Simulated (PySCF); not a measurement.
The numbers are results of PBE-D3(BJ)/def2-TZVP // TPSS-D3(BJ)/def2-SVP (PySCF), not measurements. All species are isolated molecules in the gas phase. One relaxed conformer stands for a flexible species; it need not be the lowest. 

Reference species: [Mo(Cl)3(NH2)3] (neutral, multiplicity 1).

```yaml
coordination_number: 6
LUMO: -4.51 eV
HOMO–LUMO gap: 2.16 eV
charge on the central atom (Mulliken): 0.97 e
```

Changed species: [Mo(Cl)5(NH2)] (1 of 6 Cl replaced by NH2; the reference has 3 of 6 Cl replaced by NH2).

Predict the effect on the coordination number, LUMO, HOMO–LUMO gap and charge on the central atom (Mulliken).

the coordination number is nearly the same; the LUMO falls by 1.40 eV, to -5.91 eV; the HOMO–LUMO gap falls by 0.99 eV, to 1.17 eV; the charge on the central atom (Mulliken) decreases by 0.22 e, to 0.75 e.
